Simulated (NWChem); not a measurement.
Species: FeBrF, quintet; SMILES [F][Fe][Br]

```xyz
3

Fe    -0.2152     0.7709     0.0000
F     -0.5589     2.4764     0.0000
Br     0.2348    -1.4624     0.0000
```
Atoms are numbered in this order, from 1.

Level: PBE-D3(BJ)/def2-SVP, spin-unrestricted (NWChem), optimised geometry, unscaled harmonic frequencies. This build's default masses of Se (78.918 u) and Br (79.917 u) are each other's, which moves their modes by up to 0.6 %. The spin multiplicity was typed, not searched, and may not be the lowest.

**Question.** List the harmonic frequencies with IR intensities, and the thermochemistry.

**Answer.** 
```csv
frequency (cm⁻¹),IR intensity (km/mol)
32,18.6
294,11.7
699,138.9
```

```
Quantity                                                                            Value
-----------------------------------------------------------------------  ----------------
zero-point energy                                                            1.5 kcal/mol
thermal correction to the enthalpy at 298.15 K (with zero-point energy)      5.3 kcal/mol
heat capacity Cv                                                         12.4 cal/(mol K)
dipole moment                                                                      0.37 D
```

Rigid rotor and harmonic oscillator; modes under 100 cm⁻¹ make the entropy uncertain.
